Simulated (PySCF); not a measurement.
SMILES F[Si](F)([SiH2]B(C)C)F (C₂H₈BF₃Si₂), GFN2-xTB optimised geometry.

```
16

Si    -0.65    -0.79     0.00
F      0.95    -0.79     0.00
F     -0.96    -1.16    -1.52
F     -0.95     0.79     0.00
Si    -1.58    -1.95     1.74
B     -0.63    -1.42     3.39
C     -1.12    -0.15     4.19
C      0.65    -2.20     3.86
H     -3.02    -1.66     1.70
H     -1.50    -3.38     1.38
H     -2.00    -0.42     4.78
H     -0.38     0.24     4.89
H     -1.44     0.66     3.54
H      0.93    -2.02     4.90
H      1.49    -1.84     3.25
H      0.60    -3.27     3.70
```

Density from B3LYP/def2-TZVP in PySCF at that geometry.

Minimum of the electron density along straight lines between bonded atoms, close to the bond critical point (lines longer than 1.1 times the sum of covalent radii, or with two minima, are not listed):

```json
[
 {"bond": "Si1–F2", "length / Å": "1.599", "ρ at the minimum / e bohr⁻³": "0.140", "∇²ρ there / e bohr⁻⁵": "0.98", "position (fraction from the first atom)": "0.42"},
 {"bond": "Si1–F3", "length / Å": "1.594", "ρ at the minimum / e bohr⁻³": "0.142", "∇²ρ there / e bohr⁻⁵": "0.99", "position (fraction from the first atom)": "0.42"},
 {"bond": "Si1–F4", "length / Å": "1.598", "ρ at the minimum / e bohr⁻³": "0.140", "∇²ρ there / e bohr⁻⁵": "0.99", "position (fraction from the first atom)": "0.42"},
 {"bond": "Si1–Si5", "length / Å": "2.289", "ρ at the minimum / e bohr⁻³": "0.097", "∇²ρ there / e bohr⁻⁵": "-0.08", "position (fraction from the first atom)": "0.64"},
 {"bond": "Si5–B6", "length / Å": "1.972", "ρ at the minimum / e bohr⁻³": "0.120", "∇²ρ there / e bohr⁻⁵": "-0.06", "position (fraction from the first atom)": "0.39"},
 {"bond": "B6–C7", "length / Å": "1.574", "ρ at the minimum / e bohr⁻³": "0.189", "∇²ρ there / e bohr⁻⁵": "-0.35", "position (fraction from the first atom)": "0.33"},
 {"bond": "B6–C8", "length / Å": "1.572", "ρ at the minimum / e bohr⁻³": "0.189", "∇²ρ there / e bohr⁻⁵": "-0.35", "position (fraction from the first atom)": "0.33"},
 {"bond": "Si5–H9", "length / Å": "1.478", "ρ at the minimum / e bohr⁻³": "0.120", "∇²ρ there / e bohr⁻⁵": "0.18", "position (fraction from the first atom)": "0.49"},
 {"bond": "Si5–H10", "length / Å": "1.478", "ρ at the minimum / e bohr⁻³": "0.120", "∇²ρ there / e bohr⁻⁵": "0.17", "position (fraction from the first atom)": "0.49"},
 {"bond": "C7–H11", "length / Å": "1.092", "ρ at the minimum / e bohr⁻³": "0.268", "∇²ρ there / e bohr⁻⁵": "-0.88", "position (fraction from the first atom)": "0.63"},
 {"bond": "C7–H12", "length / Å": "1.088", "ρ at the minimum / e bohr⁻³": "0.277", "∇²ρ there / e bohr⁻⁵": "-0.94", "position (fraction from the first atom)": "0.64"},
 {"bond": "C7–H13", "length / Å": "1.090", "ρ at the minimum / e bohr⁻³": "0.274", "∇²ρ there / e bohr⁻⁵": "-0.92", "position (fraction from the first atom)": "0.64"},
 {"bond": "C8–H14", "length / Å": "1.088", "ρ at the minimum / e bohr⁻³": "0.276", "∇²ρ there / e bohr⁻⁵": "-0.93", "position (fraction from the first atom)": "0.64"},
 {"bond": "C8–H15", "length / Å": "1.093", "ρ at the minimum / e bohr⁻³": "0.268", "∇²ρ there / e bohr⁻⁵": "-0.88", "position (fraction from the first atom)": "0.64"},
 {"bond": "C8–H16", "length / Å": "1.089", "ρ at the minimum / e bohr⁻³": "0.275", "∇²ρ there / e bohr⁻⁵": "-0.93", "position (fraction from the first atom)": "0.64"}
]
```
